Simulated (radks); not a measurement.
Spherical quantum dot in the effective-mass picture: electrons in a hard-walled sphere of radius 3.41, all in effective atomic units (hartree* = m*/eps^2 hartree, bohr* = eps/m* bohr), one dielectric constant everywhere. Calculated with a radial shooting solver with Libxc functionals: non-relativistic Kohn-Sham, LDA (Slater exchange, Perdew-Wang correlation), spin-polarised, spherical densities. Levels are named by radial order and angular momentum (1s, 1p, 1d, 2s, ...), and open shells are averaged over m. Results are scaled to m* = 0.031 and eps = 16.2, for which hartree* = 3.214 meV and bohr* = 27.65 nm.

N = 11, configuration 1s2 1p6 1d(up 3, down 0). This is the lowest configuration that the search found. Occupied and some empty levels:

level,occupation,eigenvalue (meV),<r> (nm)
1s up,1,14.741,58.10
1s down,1,14.927,57.71
1p up,3,15.643,62.28
1p down,3,15.845,62.13
1d up,3,17.065,65.34
1d down,0,17.275,65.30
1f up,0,18.934,67.73
1f down,0,19.147,67.72
2s up,0,19.192,43.56
2s down,0,19.291,43.63
2p up,0,21.730,49.85
2p down,0,21.854,49.79

Energy (meV): total 101.061, kinetic 36.430, external 0, Hartree 78.554, exchange-correlation -13.922.
